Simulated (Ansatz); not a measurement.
Cost and result for the atomization energy of AlBClH3N2 (`[NH2][Al]1[NH][B]1Cl`) (8 atoms, 8 bonds).

The species carries charge 0 and has multiplicity 1. Geometry: relaxed with PBE0-D4/def2-TZVP. It is one conformer, not always the lowest. Program: Ansatz. All runs use 2 threads of an Arm Neoverse V2 on a shared host. Times are those of one run each, without the atoms' runs, and a repeat can differ threefold. Electronic energies, without spin–orbit coupling; frozen cores. CCSD(T)/CBS adds CCSD(T) − MP2 in def2-TZVPP to the MP2 limit, and its time is that of the two runs behind it. T1 = 0.013. B3LYP takes the VWN-RPA correlation (the form of Gaussian; ORCA's B3LYP/G).

CCSD(T)/CBS is a level of theory with its own doubt, some kJ/mol a heavy atom from the limit and from the frozen cores, so smaller differences don't rank the functionals.

```
                            level  functions  wall time  atomization (kJ/mol)  difference from CCSD(T)/CBS  per bond
           LDA (SPW92)/def2-TZVPP        219      1.4 s                3309.7                        477.3      59.7
               BLYP-D4/def2-TZVPP        219      2.3 s                2860.8                         28.4       3.5
                 CCSD(T)/def2-SVP         93      3.2 s                2625.8                       -206.6     -25.8
               PBE0-D4/def2-TZVPP        219      3.6 s                2856.3                         23.9       3.0
          CAM-B3LYP-D4/def2-TZVPP        219        4 s                2855.7                         23.3       2.9
B3LYP-D4/def2-TZVPP (with forces)        219        5 s                2845.1                         12.7       1.6
            r2SCANh-D4/def2-TZVPP        219        6 s                2830.6                         -1.8      -0.2
                B97M-V/def2-TZVPP        219       10 s                2870.6                         38.2       4.8
               ωB97X-V/def2-TZVPP        219       10 s                2856.6                         24.2       3.0
 ωB97M-V/def2-TZVPP (with forces)        219       13 s                2865.9                         33.5       4.2
                   MP2/def2-QZVPP        401       19 s                2884.3                         51.9       6.5
               CCSD(T)/def2-TZVPP        219       89 s                2731.1                       -101.3     -12.7
                CCSD(T)/CBS(def2)          –      110 s                2832.4                          0.0       0.0
```

The D4 term adds +27.2 kJ/mol with B3LYP and +14.2 kJ/mol with PBE0; it sums over pairs of atoms, weighted by their polarisabilities, and B3LYP, whose exchange is more repulsive, gets the larger term. From r2SCAN to r2SCAN0 (25 % exact exchange), in def2-TZVPP and without D4, the atomization energy moves by −69.4 kJ/mol: exact exchange takes away binding that semilocal exchange gives to molecules. In def2-TZVPP, CCSD(T) changes the Hartree–Fock value by +818.5 kJ/mol (the triples alone add +63.2 kJ/mol) and MP2 by +911.1 kJ/mol; breaking electron pairs costs correlation energy, which Hartree–Fock lacks.
